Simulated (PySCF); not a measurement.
# How methods differ on the excitation energy of Sr⁺

Sr⁺ [Kr] 5s1 (2S) → Sr⁺ [Kr] 4d1 (2D), as a difference of total energies. All numbers are calculated (PySCF 2.14, the spin-free X2C one-electron Hamiltonian (Gaussian nucleus), in aug-cc-pwCVTZ-X2C with one added diffuse shell each of s, p, d, f type (11s10p8d4f, 109 functions)). Correlated levels: valence and next inner shell: [Ar] 3d10 frozen. The calculations carry no spin-orbit coupling.

```csv
method,excitation energy (eV)
UHF,1.907
MP2 (valence and next inner shell),1.975
SCS-MP2 (valence and next inner shell),1.946
CCSD (valence and next inner shell),1.935
CCSD(T) (valence and next inner shell),1.953
```

Question: How much does correlation contribute at CCSD(T) (valence and next inner shell)?

Answer: 1.953 − (1.907) = 0.046 eV, measured against UHF.

Errors of the correlated levels include the incompleteness of this basis and the frozen core.

For comparison: 1.826 eV (measured; NIST levels, between the centres of gravity of the two terms).
